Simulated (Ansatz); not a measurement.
Stepwise reaction of `C[S][Ge][S]C` with hydrogen sulfide, as a gas-phase model of exchange steps in deposition or etching. ΔE in kJ/mol.

Calculated with Ansatz (gas phase, PBE0-D4/def2-TZVP geometries, no zero-point term in ΔE). CBS: MP2 limit from def2 TZ/QZ plus the TZ coupled-cluster correction, frozen cores. This one scheme is used for every species. Functionals use def2-TZVPP. B3LYP here is the variant with VWN-RPA as its local correlation; programs differ in this. For Ge outer-core shells are correlated without core-valence functions, which leaves a few kJ/mol of doubt a bond. Scalar relativity is left out up to krypton. One conformer a species, not always the lowest.

| step | reaction | PBE-D4 | B3LYP-D4 | ωB97M-V | CCSD(T)/CBS |
| --- | --- | --- | --- | --- | --- |
| 1 | `C[S][Ge][S]C` + H₂S → `C[S][Ge][SH]` + CH₃SH | 5.3 | 4.9 | 2.9 | 6.1 |
| 2 | `C[S][Ge][SH]` + H₂S → `[SH][Ge][SH]` + CH₃SH | 3.5 | 2.3 | 0.8 | 4.0 |

(1) By hand: ΔE of the 2 steps together at CCSD(T)/CBS.

Answers

(1) (6.1) + (4.0) = 10.1 kJ/mol, or 5.0 kJ/mol a step.

In ΔE the steps differ by no more than 2.1 kJ/mol. PBE-D4 differs from CCSD(T)/CBS by -0.8 to -0.5 kJ/mol a step. Isolated molecules leave out the surface, adducts and barriers. Largest T1 diagnostic: 0.014.
